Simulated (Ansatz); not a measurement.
A run on `N=C[CH2][GeH3]` with other settings.

```yaml
crystal:
  periodic: [false, false, false]
  atoms:
    - {symbol: N, position_ang: [0.374317, 2.267434, 0.100144]}
    - {symbol: C, position_ang: [0.178766, 1.167917, 0.694542]}
    - {symbol: C, position_ang: [0.672133, -0.181935, 0.313482]}
    - {symbol: Ge, position_ang: [-0.768104, -1.242458, -0.527789]}
    - {symbol: H, position_ang: [0.972756, 2.135084, -0.718640]}
    - {symbol: H, position_ang: [-0.455157, 1.199657, 1.587613]}
    - {symbol: H, position_ang: [0.999933, -0.739661, 1.194958]}
    - {symbol: H, position_ang: [1.503744, -0.118464, -0.392543]}
    - {symbol: H, position_ang: [-1.982824, -1.295669, 0.412124]}
    - {symbol: H, position_ang: [-1.170958, -0.579685, -1.853424]}
    - {symbol: H, position_ang: [-0.259205, -2.669322, -0.789966]}
basis:
  gaussian: {orbitals: aug-cc-pVDZ}
hamiltonian: {xc: {name: HSE06}, dispersion: d3bjatm}
accuracy: high
output: {forces: true}
```

```sh
$ ansatz run in.yaml --threads 4 --pin off --events-out ev --progress --plain --max-ram 10444MiB
```

It prints (some lines left out):

```
Functional definition: HSE06
3356 factors; integrals over basis functions are off by at most 4.6e-9 eV
172 factors; integrals over basis functions are off by at most 1.7e-9 eV
mean field evaluation 1: about -60174.3485 eV, gradient 6.1e1 eV
mean field evaluation 2: about -60162.5485 eV, gradient 8.7e1 eV
mean field evaluation 4: about -60183.0977 eV, gradient 1.1e1 eV
mean field evaluation 8: about -60183.4661 eV, gradient 6.2e-1 eV
mean field evaluation 16: about -60183.4670 eV, gradient 5.1e-5 eV
mean field -60183.46702111 eV, -2211.7016192066 hartree, gradient 3.7e-8 eV, S^2 0.000000; 0 other end points of the search recorded, 0 dependent functions left out
reference -60183.46703293 eV, -2211.7016196410 hartree; 29, 29 occupied and 139, 139 virtual orbitals, 3356 factors
Total energy: -60183.61431453 eV, -2211.7070321401 hartree
Atom 0 at     0.374317     2.267434     0.100144 Å, force     0.012127     0.589281    -0.159906 eV/Å
Atom 1 at     0.178766     1.167917     0.694542 Å, force    -0.036690    -0.413325     0.148629 eV/Å
Atom 2 at     0.672133    -0.181935     0.313482 Å, force    -0.109234    -0.030936    -0.046602 eV/Å
Atom 3 at    -0.768104    -1.242458    -0.527789 Å, force    -0.029521    -0.030741    -0.019950 eV/Å
Atom 4 at     0.972756     2.135084    -0.718640 Å, force     0.085644    -0.019965    -0.119657 eV/Å
Atom 5 at    -0.455157     1.199657     1.587613 Å, force    -0.120597     0.015306     0.173004 eV/Å
Atom 6 at     0.999933    -0.739661     1.194958 Å, force     0.065796    -0.105681     0.193530 eV/Å
Atom 7 at     1.503744    -0.118464    -0.392543 Å, force     0.175244     0.021352    -0.150366 eV/Å
Atom 8 at    -1.982824    -1.295669     0.412124 Å, force    -0.046440     0.000305     0.036867 eV/Å
Atom 9 at    -1.170958    -0.579685    -1.853424 Å, force    -0.014458     0.027935    -0.047110 eV/Å
Atom 10 at    -0.259205    -2.669322    -0.789966 Å, force     0.018128    -0.053530    -0.008442 eV/Å
Dipole moment:     0.160909    -0.514765    -0.021286 e Å
```

It took 13 s on 4 threads of an Arm Neoverse V1 on a shared host, with 0.99 GiB of host memory at the peak.
